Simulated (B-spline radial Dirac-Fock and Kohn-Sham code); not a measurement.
What relativity does to the binding energies of Ni⁵⁺

System: Ni⁵⁺, [Ar] 3d5.

Both columns are ΔSCF binding energies of the configuration average from a radial B-spline solver: non-relativistic Hartree-Fock with a point nucleus, and Dirac-Fock with a finite nucleus and the Coulomb interaction alone, averaged over the two j levels with weights 2j+1.

```csv
shell,Hartree-Fock (eV),Dirac-Fock (eV),shift (eV),shift (%)
1s,8370.5,8460.0,+89.47,+1.07
2s,1110.7,1129.9,+19.15,+1.72
2p,973.5,977.2,+3.74,+0.38
3s,217.3,220.5,+3.25,+1.50
3p,172.2,172.9,+0.70,+0.41
3d,103.7,103.2,-0.52,-0.50
```

Relativity binds 1s, 2s, 2p, 3s, 3p more strongly, among those listed most of all 2s in relative terms, and 3d more weakly, because the contracted s and p shells screen the nucleus better.

Values without a named source are computed, but for edge energies of neutral atoms, which are taken from tables.
